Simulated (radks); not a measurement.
Spherical quantum dot in the effective-mass picture: electrons in a parabolic well V = omega^2 r^2 / 2 with omega = 0.218, all in effective atomic units (hartree* = m*/eps^2 hartree, bohr* = eps/m* bohr), one dielectric constant everywhere. Method: non-relativistic Kohn-Sham, exchange-only LDA, spin-polarised, spherical densities; computed with a radial shooting solver with Libxc functionals. Levels are named by radial order and angular momentum (1s, 1p, 1d, 2s, ...), and open shells are averaged over m. Each electron was tried in the lowest free levels, single moves between levels near the top were tried too, and the lowest total energy was kept; such a search can miss a lower state. At N = 1 the Hartree and exchange-correlation terms need not cancel, so that row can carry a self-interaction error.

| N | open shells | 2S | E (hartree*) | mu = E(N) - E(N-1) (hartree*) | addition energy mu(N+1) - mu(N) (hartree*) | e(HOMO) (hartree*) |
|---|---|---|---|---|---|---|
| 1 | 1s(up 1, down 0) | 1 | 0.353693 | 0.35369 | 0.3408 | 0.48381 |
| 2 | none | 0 | 1.04817 | 0.69447 | 0.3635 | 0.79870 |
| 3 | 1p(up 1, down 0) | 1 | 2.10615 | 1.0580 | 0.1953 | 1.1553 |
| 4 | 1p(up 2, down 0) | 2 | 3.35943 | 1.2533 | 0.1934 | 1.3507 |
| 5 | 1p(up 3, down 0) | 3 | 4.80608 | 1.4467 | 0.2554 | 1.5416 |
| 6 | 1p(up 3, down 1) | 2 | 6.50817 | 1.7021 | 0.1643 | 1.7834 |
| 7 | 1p(up 3, down 2) | 1 | 8.37459 | 1.8664 | 0.1660 | 1.9496 |
| 8 | none | 0 | 10.4070 | 2.0324 | 0.2730 | 2.1149 |
| 9 | 1d(up 1, down 0) | 1 | 12.7125 | 2.3055 | 0.1507 | 2.3810 |
| 10 | 1d(up 2, down 0) | 2 | 15.1687 | 2.4562 | 0.1491 | 2.5310 |
| 11 | 1d(up 3, down 0) | 3 | 17.7739 | 2.6052 | 0.1470 | 2.6791 |
| 12 | 1d(up 4, down 0) | 4 | 20.5261 | 2.7523 | 0.1448 | 2.8250 |
| 13 | 1d(up 5, down 0) | 5 | 23.4232 | 2.8971 | 0.1891 | 2.9687 |
| 14 | 1d(up 5, down 0) 2s(up 1, down 0) | 6 | 26.5094 | 3.0862 | 0.1440 | 3.1556 |
| 15 | 1d(up 5, down 2) | 3 | 29.7395 | 3.2302 | 0.1278 | 3.2916 |
| 16 | 1d(up 5, down 3) | 2 | 33.0975 | 3.3580 | 0.1320 | 3.4242 |
| 17 | 1d(up 5, down 4) | 1 | 36.5875 | 3.4900 | 0.1308 | 3.5556 |
| 18 | none | 0 | 40.2082 | 3.6208 | 0.1521 | 3.6857 |
| 19 | 2s(up 1, down 0) | 1 | 43.9811 | 3.7729 | 0.1550 | 3.8370 |
| 20 | none | 0 | 47.9090 | 3.9279 | 0.1642 | 3.9899 |
| 21 | 1f(up 1, down 0) | 1 | 52.0012 | 4.0921 | 0.1207 | 4.1526 |
| 22 | 1f(up 2, down 0) | 2 | 56.2140 | 4.2128 | 0.1197 | 4.2728 |
| 23 | 1f(up 3, down 0) | 3 | 60.5465 | 4.3325 | 0.1187 | 4.3921 |
| 24 | 1f(up 4, down 0) | 4 | 64.9978 | 4.4513 | 0.1177 | 4.5103 |
| 25 | 1f(up 5, down 0) | 5 | 69.5667 | 4.5689 | 0.1166 | 4.6274 |
| 26 | 1f(up 6, down 0) | 6 | 74.2523 | 4.6856 | 0.1156 | 4.7436 |
| 27 | 1f(up 7, down 0) | 7 | 79.0535 | 4.8012 | 0.1537 | 4.8587 |
| 28 | 1f(up 7, down 1) | 6 | 84.0084 | 4.9549 | 0.1109 | 5.0104 |
| 29 | 1f(up 7, down 2) | 5 | 89.0741 | 5.0657 | 0.1103 | 5.1210 |
| 30 | 1f(up 7, down 3) | 4 | 94.2501 | 5.1760 | 0.1096 | 5.2309 |
| 31 | 1f(up 7, down 4) | 3 | 99.5358 | 5.2856 | 0.1089 | 5.3402 |
| 32 | 1f(up 7, down 5) | 2 | 104.930 | 5.3946 | 0.1082 | 5.4488 |
| 33 | 1f(up 7, down 6) | 1 | 110.433 | 5.5028 | 0.1075 | 5.5566 |
| 34 | none | 0 | 116.043 | 5.6102 | 0.1394 | 5.6637 |
| 35 | 2p(up 1, down 0) | 1 | 121.793 | 5.7496 | 0.1060 | 5.8026 |
| 36 | 2p(up 2, down 0) | 2 | 127.649 | 5.8557 | 0.1060 | 5.9087 |
| 37 | 2p(up 3, down 0) | 3 | 133.610 | 5.9616 | 0.1313 | 6.0145 |
| 38 | 2p(up 3, down 1) | 2 | 139.703 | 6.0929 | - | 6.1441 |

All shells are closed at N = 2, 8, 18, 20, 34 (there: 1s2 1p6 1d10 2s2 1f14); the second difference of the energy has clear peaks (12 % above both neighbours; the first and last values, which can be the largest, are not judged, and half-filled shells can peak too) at N = 5, 8, 13, 27, 34.
